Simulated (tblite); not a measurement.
C₅H₇N₃.
Bonds: C1–N2 (double), N2–C3, C3–C4 (aromatic), C4–C5 (aromatic), C5–N6 (aromatic), N6–C7, N6–N8 (aromatic), C3–N8 (aromatic). Hydrogens: H9, H10 on C1; H11 on C4; H12 on C5; H13, H14, H15 on C7.

Computed with GFN2-xTB (tblite), gas phase: Langevin dynamics at 300 K from the optimised GFN2-xTB geometry, time step 0.5 fs, friction 0.01 fs⁻¹, 2000 steps. The instantaneous temperature is 2·E(kin)/(3Nk) with all 3N coordinates.

```
t (fs)  T (K)  E(pot) above start (eV)  C1=N2 (Å)  N2–C3 (Å)  C3–C4 (Å)  C4–C5 (Å)  C5–N6 (Å)  C1–H9 (Å)  C1–N2–C3–C4 (°)
     0    239                    0.000      1.260      1.373      1.412      1.372      1.351      1.080              161
    25    198                    0.287      1.273      1.418      1.417      1.370      1.349      1.073              160
    50    210                    0.345      1.263      1.415      1.422      1.371      1.349      1.069              165
    75    153                    0.424      1.250      1.418      1.422      1.358      1.353      1.080              167
   100    174                    0.319      1.271      1.412      1.435      1.367      1.332      1.082              170
   125    211                    0.208      1.257      1.373      1.423      1.365      1.357      1.097              169
   150    164                    0.217      1.259      1.349      1.428      1.356      1.361      1.094              174
   175    193                    0.219      1.300      1.346      1.421      1.380      1.354      1.054              158
   200    199                    0.213      1.272      1.381      1.391      1.398      1.334      1.077              147
   225    162                    0.426      1.241      1.390      1.375      1.422      1.315      1.100              138
   250    246                    0.265      1.268      1.381      1.402      1.412      1.359      1.065              135
   275    288                    0.281      1.276      1.379      1.388      1.379      1.397      1.076              140
   300    204                    0.505      1.244      1.389      1.382      1.375      1.411      1.118              150
   325    327                    0.436      1.235      1.385      1.414      1.373      1.377      1.103              145
   350    276                    0.560      1.296      1.337      1.411      1.373      1.363      1.054              155
   375    257                    0.506      1.275      1.351      1.440      1.373      1.396      1.083              150
   400    321                    0.507      1.241      1.359      1.421      1.400      1.410      1.120              162
   425    366                    0.347      1.250      1.377      1.435      1.404      1.359      1.078              168
   450    246                    0.502      1.267      1.350      1.434      1.387      1.348      1.053              180
   475    243                    0.422      1.252      1.371      1.394      1.369      1.369      1.104             -176
   500    238                    0.443      1.259      1.364      1.450      1.367      1.363      1.088             -159
   525    274                    0.484      1.253      1.419      1.448      1.383      1.362      1.056             -155
   550    332                    0.502      1.258      1.394      1.410      1.403      1.325      1.108             -135
   575    271                    0.509      1.285      1.421      1.383      1.382      1.330      1.099             -141
   600    327                    0.509      1.273      1.346      1.371      1.375      1.366      1.064             -144
   625    350                    0.571      1.249      1.389      1.422      1.344      1.372      1.090             -143
   650    456                    0.594      1.255      1.362      1.420      1.328      1.309      1.120             -153
   675    291                    0.666      1.268      1.374      1.410      1.355      1.336      1.068             -147
   700    339                    0.589      1.271      1.408      1.409      1.370      1.337      1.067             -164
   725    382                    0.466      1.286      1.464      1.428      1.376      1.323      1.089             -159
   750    322                    0.540      1.266      1.385      1.422      1.377      1.362      1.074             -160
   775    370                    0.583      1.257      1.373      1.402      1.351      1.347      1.089             -156
   800    279                    0.557      1.270      1.345      1.389      1.338      1.348      1.083             -149
   825    314                    0.455      1.261      1.392      1.430      1.378      1.353      1.076             -155
   850    324                    0.427      1.251      1.371      1.429      1.365      1.391      1.106             -153
   875    296                    0.524      1.272      1.343      1.422      1.367      1.357      1.044             -154
   900    306                    0.524      1.254      1.347      1.439      1.385      1.356      1.114             -147
   925    293                    0.518      1.257      1.348      1.446      1.387      1.332      1.106             -157
   950    358                    0.493      1.267      1.410      1.462      1.374      1.325      1.076             -166
   975    314                    0.451      1.263      1.329      1.429      1.352      1.351      1.070             -173
  1000    294                    0.385      1.253      1.379      1.398      1.362      1.382      1.108             -176
```

Problem. From 500 fs on, how do temperature and potential energy compare with equipartition?

Solution. The mean temperature of these 21 frames is 320 K against the target 300 K, and the mean potential energy 0.51 eV against 39 × kT/2 = 0.50 eV for 39 classical harmonic modes. For 15 atoms in a canonical ensemble the temperature itself scatters by T·√(2/(3N)) = 63 K; here its standard deviation is 46 K. The whole run lasts only 10 friction times of 100 fs, so these averages carry a wide statistical error.

Problem. What are the kinetic and total energies of the listed frame with the highest potential energy?

Solution. The one at 675 fs, 0.666 eV above the start. Its kinetic energy is 3NkT/2 = 0.564 eV at 291 K, so the sum is 1.23 eV; over the listed frames the sum runs from 0.46 to 1.48 eV, since the thermostat adds and removes energy.

Problem. How much do the listed bonds fluctuate from 500 fs on?

Solution. 
| bond | at the start (Å) | mean (Å) | standard deviation (Å) |
| --- | --- | --- | --- |
| C1=N2 | 1.260 | 1.263 | 0.010 |
| N2–C3 | 1.373 | 1.379 | 0.032 |
| C3–C4 | 1.412 | 1.420 | 0.023 |
| C4–C5 | 1.372 | 1.368 | 0.018 |
| C5–N6 | 1.351 | 1.349 | 0.020 |
| C1–H9 | 1.080 | 1.086 | 0.020 |

The motion is classical and holds no zero-point motion.

The cost below is that of the whole dynamics run. On Intel Xeon Platinum 8488C, one thread, on a shared host, this took 11 s of wall time and 0.18 GiB of memory at its peak.
